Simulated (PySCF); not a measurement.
## Assigning NMR signals

Mapped SMILES: `[CH2:1]1[CH2:2][C@H:3]2[CH2:4][CH2:5][C@@H:6]1[NH:7]2` (H(Xn): hydrogen on atom n). Ha(C4), Ha(C5) are cis to C1 on the ring; Ha(C1), Ha(C2) are cis to C4 on the ring; Hb(C4), Hb(C5) are trans to C1 on the ring; Hb(C1), Hb(C2) are trans to C4 on the ring.

- spin–spin couplings from B3LYP/pcJ-1 (spin–dipole term only in couplings to heteroatoms)
- PBE0-D3(BJ)/def2-SVP structure
- NMR shieldings at KT3/pcSseg-1/GIAO
- run in PySCF 2.14
- a single conformation, non-relativistic Hamiltonian, isolated molecule, one averaged value for each set of equivalent atoms

Shifts are taken against calculated references (same method and geometry level): ¹³C (σref 182.31) and ¹H (σref 31.32) against TMS.

**Question.** Assign these signals to the numbered atoms. ¹³C{¹H} NMR (computed): δ 58.5, 33.1.

**Answer.** 
58.5 → C3/C6, sp3 CH bonded to N: the inductive effect lowers its shielding
33.1 → C1/C2/C4/C5, sp3 CH2 in a ring: a saturated carbon with 2 carbon neighbours and no heteroatom attached

**Question.** Assign these signals to the numbered atoms. ¹H NMR (600 MHz, computed): δ 3.36 (m, 2H), 1.40 (m, 4H), 1.18 (m, 4H), 0.16 (br s, 1H).

**Answer.** 
3.36 → H(C3)/H(C6), hydrogen on an sp3 CH bonded to N: its carbon carries N, hence the downfield position
1.40 → Hb(C1)/Hb(C2)/Hb(C4)/Hb(C5), hydrogen on an sp3 CH2 in a ring
1.18 → Ha(C1)/Ha(C2)/Ha(C4)/Ha(C5), hydrogen on an sp3 CH2 in a ring
0.16 → H(N7), hydrogen on an amine nitrogen: exchangeable, gas-phase position

The OH or NH signal is concentration- and solvent-dependent in practice; the value given is the gas-phase one. Splittings below 1 Hz are ignored in the labels, and close J values are merged. Couplings among chemically equivalent protons are left out too, so labels in AA′BB′ or AA′XX′ sets are apparent multiplicities. Unscaled 3J(H,H) at this level run about 10 % above measured values. Shifts are as computed, not scaled to solution data. Of 1211 compounds with measured shifts, 218 miss one by over three times the rms of a fit or turn the order of signals round; such compounds aren't used in these exercises. Couplings to exchangeable protons are dropped.
